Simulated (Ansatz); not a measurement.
Reaction (isomerisation): `F[CH2][SnH2][Cl]` → `[F][SnH2][CH2]Cl`

Computed with Ansatz on PBE0-D4/def2-TZVP structures; ΔE is electronic, products minus reactants. CCSD(T)/CBS is the MP2 limit (def2-TZVPP, def2-QZVPP) plus CCSD(T) − MP2 in def2-TZVPP, frozen cores. DFT in def2-TZVPP. Elements past krypton have def2 core potentials. For Sn outer-core shells are correlated without core-valence functions, which leaves a few kJ/mol of doubt a bond. One conformer a species, not always the lowest.

CCSD(T)/CBS gives -2.0 kcal/mol.

Q: Another level gave +2.4 kcal/mol. Which?
A. ωB97X-V/def2-TZVPP
B. PBE0/def2-TZVPP
C. HF/def2-TZVPP
D. MP2/def2-TZVPP

A: C. HF/def2-TZVPP 2.4, ωB97X-V -0.5, MP2/def2-TZVPP -2.4, PBE0 0.5 kcal/mol.

Largest T1 diagnostic among the species: 0.012.

In def2-TZVPP, CCSD(T) changes the Hartree–Fock value by −3.4 kcal/mol (the triples alone add −0.6 kcal/mol) and MP2 by −4.8 kcal/mol. From PBE to PBE0 (25 % exact exchange), in def2-TZVPP and without D4, ΔE moves by +0.8 kcal/mol.
